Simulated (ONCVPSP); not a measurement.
**Configuration tests for Re (ONCV)**

* Element: Re (Z = 75)
* Generator: ONCVPSP 4.0.1
* Type: optimised norm-conserving Vanderbilt (ONCV)
* Functional: PBE
* Relativity: scalar-relativistic
* Frozen core: [Xe] 4f14
* Valence charge: 7
* Reference configuration: 5d5 6s2
* Partial waves: 6s: rc 2.75 bohr, ncon 4, nbas 7, qcut 2.1 1/bohr, 1 projector; p scattering state at 0.24 Ha: rc 2.45 bohr, ncon 4, nbas 7, qcut 3.6 1/bohr, 1 projector; 5d: rc 2.25 bohr, ncon 4, nbas 8, qcut 8.3 1/bohr, 2 projectors, debl 0.5 Ha
* Local potential: polynomial inside 2.20 bohr (lpopt 5, dvloc0 -1 Ha)
* Core correction: polynomial model core, fcfact 0.35

In the p channel the program set the typed energies aside and used 0.050 Ha.

Energies are relative to the spin-unpolarised reference configuration 5d5 6s2; without spin polarisation the order of configurations can differ from experiment. Not all tests gave a result: 1 of 4 tests not solved or not reliable.

```csv
valence configuration,charge,ΔE all-electron (eV),error AE − PS (meV)
5d5 6s1,+1,9.248,-10
5d5 6s0,+2,25.571,-46
5d5 6s0 6p1,+1,15.055,-21
```

Levels in the configuration 5d5 6s0:

| level | all-electron (eV) | pseudo (eV) |
| --- | --- | --- |
| 5d | -21.416 | -21.414 |

Note: ghosts flagged at negative energy: s at -27.8 eV (a further GHOST(-) flag falls on a real empty level of the atom); GHOST(+) flagged for p at 6.3 eV. A true bound ghost makes a file unfit for plane-wave use.
